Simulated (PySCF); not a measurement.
## What builds the third ionisation energy along the third row

Calculated with PySCF 2.14 from differences of total energies of unrestricted determinants, without spin-orbit coupling. Each column adds one step, in eV (sums use unrounded values): valence MP2, valence CCSD, valence triples, then the next inner shell at CCSD(T) (Si 2s 2p, P 2s 2p, S 2s 2p, Cl 2s 2p, Ar 2s 2p). References (NIST) marked * lie between the lowest fine-structure levels; the others compare directly ((s) semi-empirical, (t) theoretical).

```csv
element,UHF,+ MP2,+ CCSD,+ (T),+ inner shell,sum,reference
"Si [Ne] 3s2 → [Ne] 3s1 (x2c-QZVPPall with one added diffuse shell each of s, p, d, f type, spin-free X2C)",32.019,0.910,0.329,0.000,0.179,33.437,33.493
"P [Ne] 3s2 3p1 → [Ne] 3s2 (x2c-QZVPPall with one added diffuse shell each of s, p, d, f type, spin-free X2C)",29.580,0.332,0.115,0.031,0.013,30.070,30.203 *
"S [Ne] 3s2 3p2 → [Ne] 3s2 3p1 (x2c-QZVPPall with one added diffuse shell each of s, p, d, f type, spin-free X2C)",34.150,0.525,0.033,0.038,0.012,34.759,34.86 ± 0.04 (s) *
"Cl [Ne] 3s2 3p3 → [Ne] 3s2 3p2 (x2c-QZVPPall with one added diffuse shell each of s, p, d, f type, spin-free X2C)",38.955,0.702,-0.079,0.043,0.011,39.631,39.8 ± 0.11 (s) *
"Ar [Ne] 3s2 3p4 → [Ne] 3s2 3p3 (x2c-QZVPPall with one added diffuse shell each of s, p, d, f type, spin-free X2C)",39.386,0.939,0.124,0.033,0.023,40.505,40.735 ± 0.012 (s) *
```

What remains against the references is mostly basis incompleteness and, for starred values, spin-orbit coupling.

These are valence bases, so the inner-shell step is incomplete.
